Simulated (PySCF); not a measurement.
C6H11O (SMILES CCCCC[C]=O), doublet, geometry from GFN2-xTB, with bond 14-3 at 1.8 times its length; SA2-CASSCF(5,4)/STO-3G in PySCF.

Input for PySCF:
```python
from pyscf import gto, scf, mcscf
import numpy

mol = gto.M(
    atom='''
C     3.13627133    0.77501046   -0.36299063
C     2.18847352   -0.36695553   -0.01800686
C     0.73508777   -0.00439601   -0.31105067
C    -0.22359089   -1.14251605    0.03050329
C    -1.67520748   -0.73518068   -0.22103910
C    -2.09681766    0.41476973    0.62059179
O    -3.01053188    1.17400194    0.53888454
H     2.88939407    1.66241441    0.21549608
H     4.16501408    0.49813454   -0.14515797
H     3.06457333    1.02514186   -1.41927401
H     2.46269229   -1.25355129   -0.59473251
H     2.29102487   -0.61612466    1.04045009
H     0.63353424    0.25168974   -1.36860314
H     0.22831194    1.58188218    0.73724726
H    -0.10232643   -1.41530270    1.08042649
H     0.01493422   -2.01987092   -0.57441032
H    -1.82436153   -0.48684134   -1.27891762
H    -2.34906946   -1.55896652    0.03426251
''',
    basis='sto-3g',
    spin=1,
    verbose=4,
)

mf = scf.ROHF(mol)
mf.kernel()
mc = mcscf.CASSCF(mf, 4, 5)
mc.fix_spin_(ss=0.75)
mc = mc.state_average_([0.5, 0.5])
mc.kernel()
```

### Question
What does PySCF print? Leave out banner, timings and long lists.

### Answer

```
PySCF version 2.14.0

[INPUT] verbose = 4
[INPUT] num. atoms = 18
[INPUT] num. electrons = 55
[INPUT] charge = 0
[INPUT] spin (= nelec alpha-beta = 2S) = 1
[INPUT] symmetry False subgroup None
[INPUT] Mole.unit = angstrom
[INPUT] Symbol           X                Y                Z      unit          X                Y                Z       unit  Magmom
[...]
nuclear repulsion = 283.693858101283
number of shells = 32
number of NR pGTOs = 138
number of NR cGTOs = 46
basis = sto-3g
ecp = {}

******** <class 'pyscf.scf.rohf.ROHF'> ********
method = ROHF
initial guess = minao
damping factor = 0
level_shift factor = 0
DIIS = <class 'pyscf.scf.diis.CDIIS'>
diis_start_cycle = 1
diis_space = 8
diis_damp = 0
SCF conv_tol = 1e-09
SCF conv_tol_grad = None
SCF max_cycles = 50
direct_scf = True
direct_scf_tol = 1e-13
num. doubly occ = 27  num. singly occ = 1
Set gradient conv threshold to 3.16228e-05
init E= -305.49441362202
[...]
cycle= 1 E= -304.265594174852  delta_E= 1.23  |g|= 0.583  |ddm|=  3.6
[...]
cycle= 2 E= -304.328070468184  delta_E= -0.0625  |g|= 0.56  |ddm|= 1.06
[...]
cycle= 3 E= -304.42195667312  delta_E= -0.0939  |g|= 0.056  |ddm|= 0.474
[...]
cycle= 4 E= -304.424051164124  delta_E= -0.00209  |g|= 0.0179  |ddm|= 0.104
[...]
cycle= 5 E= -304.424366977917  delta_E= -0.000316  |g|= 0.0117  |ddm|= 0.0323
[...]
cycle= 6 E= -304.424561857158  delta_E= -0.000195  |g|= 0.00796  |ddm|= 0.0228
[...]
cycle= 7 E= -304.424780677116  delta_E= -0.000219  |g|= 0.00284  |ddm|= 0.0454
[...]
cycle= 8 E= -304.424805886325  delta_E= -2.52e-05  |g|= 0.000565  |ddm|= 0.0198
[...]
cycle= 9 E= -304.424806191453  delta_E= -3.05e-07  |g|= 0.000202  |ddm|= 0.00206
[...]
cycle= 10 E= -304.424806248998  delta_E= -5.75e-08  |g|= 6.63e-05  |ddm|= 0.000838
[...]
cycle= 11 E= -304.424806254553  delta_E= -5.55e-09  |g|= 2.23e-05  |ddm|= 0.00023
[...]
cycle= 12 E= -304.424806255283  delta_E= -7.3e-10  |g|= 6.63e-06  |ddm|= 7.7e-05
[...]
Extra cycle  E= -304.424806255365  delta_E= -8.19e-11  |g|= 4.19e-06  |ddm|= 2.06e-05
converged SCF energy = -304.424806255365

******** <class 'pyscf.mcscf.addons.StateAverageCASSCF'> ********
CAS (3e+2e, 4o), ncore = 25, nvir = 17
max_cycle_macro = 50
max_cycle_micro = 4
conv_tol = 1e-07
conv_tol_grad = None
orbital rotation max_stepsize = 0.02
orbital rotation threshold for CI restart = 0.01
augmented hessian ah_max_cycle = 30
augmented hessian ah_conv_tol = 1e-12
augmented hessian ah_linear dependence = 1e-14
augmented hessian ah_level shift = 1e-08
[...]
CASCI E = -304.450557500983  S^2 = 0.7500000
[...]
               |grad[o]|=0.00233  |ddm|=0.000376  |maxRot[o]|=0.0698
macro iter   5 (  7 JK    2 micro), CASSCF E = -304.469982108265  dE = -2.77205614e-05  S^2 = 0.7500000
               |grad[o]|=0.00211  |ddm|=0.000542  |maxRot[o]|=0.0698
macro iter   6 (  7 JK    2 micro), CASSCF E = -304.470014539059  dE = -3.24307935e-05  S^2 = 0.7500000
               |grad[o]|=0.00184  |ddm|=0.000644  |maxRot[o]|=0.0698
macro iter   7 (  7 JK    2 micro), CASSCF E = -304.470051172534  dE = -3.66334751e-05  S^2 = 0.7500000
               |grad[o]|=0.00163  |ddm|=0.000729  |maxRot[o]|=0.0698
macro iter   8 (  7 JK    2 micro), CASSCF E = -304.470089939283  dE = -3.87667496e-05  S^2 = 0.7500000
               |grad[o]|=0.00142  |ddm|=0.000778  |maxRot[o]|=0.0698
macro iter   9 (  7 JK    2 micro), CASSCF E = -304.470127940692  dE = -3.80014091e-05  S^2 = 0.7500000
               |grad[o]|=0.00123  |ddm|=0.000791  |maxRot[o]|=0.0698
macro iter  10 (  7 JK    2 micro), CASSCF E = -304.470161681036  dE = -3.37403436e-05  S^2 = 0.7500000
               |grad[o]|=0.00104  |ddm|=0.000766  |maxRot[o]|=0.0698
macro iter  11 (  7 JK    2 micro), CASSCF E = -304.470188039647  dE = -2.63586107e-05  S^2 = 0.7500000
               |grad[o]|=0.000836  |ddm|=0.000733  |maxRot[o]|=0.0698
macro iter  12 (  7 JK    2 micro), CASSCF E = -304.470204201099  dE = -1.61614522e-05  S^2 = 0.7500000
               |grad[o]|=0.000589  |ddm|=0.000751  |maxRot[o]|=0.0698
macro iter  13 (  5 JK    2 micro), CASSCF E = -304.470207207824  dE = -3.00672554e-06  S^2 = 0.7500000
               |grad[o]|=0.000254  |ddm|=0.000217  |maxRot[o]|= 0.03
macro iter  14 (  6 JK    1 micro), CASSCF E = -304.470207748062  dE = -5.40237465e-07  S^2 = 0.7500000
               |grad[o]|=6.98e-05  |ddm|=7.35e-05  |maxRot[o]|=0.0177
macro iter  15 (  5 JK    1 micro), CASSCF E = -304.470207784083  dE = -3.60215608e-08  S^2 = 0.7500000
               |grad[o]|=3.03e-05  |ddm|=1.84e-05  |maxRot[o]|=0.00397
1-step CASSCF converged in  15 macro (131 JK  33 micro) steps
CASSCF canonicalization
Density matrix diagonal elements [1.99897246 1.3689849  0.99471293 0.63732972]
CASSCF energy = -304.470207784083
CASCI E = -304.470207784083  E(CI) = -5.03929131776476  S^2 = 0.7500000
CASCI state-averaged energy = -304.470207784083
CASCI energy for each state
  State 0 weight 0.5  E = -304.511373891346 S^2 = 0.7500000
  State 1 weight 0.5  E = -304.42904167682 S^2 = 0.7500000
```
